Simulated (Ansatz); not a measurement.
`[SH][Ga]([Br])[Br]` + H₂O → `[OH][Ga]([SH])[Br]` + HBr at 500 K and 1 bar (formal hydrolysis of a Ga–Br bond).

Program: Ansatz. Geometries: PBE0-D4/def2-TZVP. ΔE: electronic, gas phase. CBS: MP2 limit from def2 TZ/QZ plus the TZ coupled-cluster correction, frozen cores. This one scheme is used for every species. For Br, Ga outer-core shells are correlated without core-valence functions, which leaves a few kJ/mol of doubt a bond. Scalar relativity is left out up to krypton. One conformer a species, not always the lowest.

| species | CCSD(T)/CBS energy (Eh) | H − E (kJ/mol) | S (J/(mol·K)) |
| --- | --- | --- | --- |
| `[SH][Ga]([Br])[Br]` | -7469.10873 | 68.8 | 420.5 |
| H₂O | -76.37941 | 73.2 | 206.3 |
| `[OH][Ga]([SH])[Br]` | -4971.54004 | 103.6 | 410.3 |
| HBr | -2573.91920 | 30.5 | 213.7 |

H − E and S are ideal-gas, rigid-rotor, harmonic terms from PBE0-D4/def2-TZVP, for one conformer and one mirror image of each species. 1 Eh = 2625.50 kJ/mol, R = 8.31446 J/(mol·K).

**Question.** By hand: ΔE, ΔH, ΔS and ΔG.

**Answer.** ΔE = (-4971.54004) + (-2573.91920) − (-7469.10873) − (-76.37941) = 0.02890 Eh = 75.9 kJ/mol. Δ(H − E) = 103.6 + 30.5 − 68.8 − 73.2 = -7.9, so ΔH = 68.0 kJ/mol. ΔS = 410.3 + 213.7 − 420.5 − 206.3 = -2.8 J/(mol·K). ΔG = 68.0 − 500 × (-2.8)/1000 = 69.4 kJ/mol.

**Question.** By hand: the equilibrium constant, and the temperature at which ΔG would vanish if ΔH and ΔS stayed fixed.

**Answer.** log₁₀ K = −ΔG/(RT ln 10) = -7.3. ΔH and −TΔS have one sign here, so there is no such temperature. One of them is within its doubt of zero, so this could turn.

The number of gas molecules stays the same, so ΔS is small and ΔH decides. A doubt of 5 kJ/mol in ΔE shifts log₁₀ K by 0.5 here. Other conformers and mirror images would add mixing entropy, several J/(mol·K) or more a flexible species. These are equilibria of isolated gas molecules and say nothing of rates. Largest T1 diagnostic: 0.012 (customary marks: 0.02 for closed shells, 0.045 for open ones).
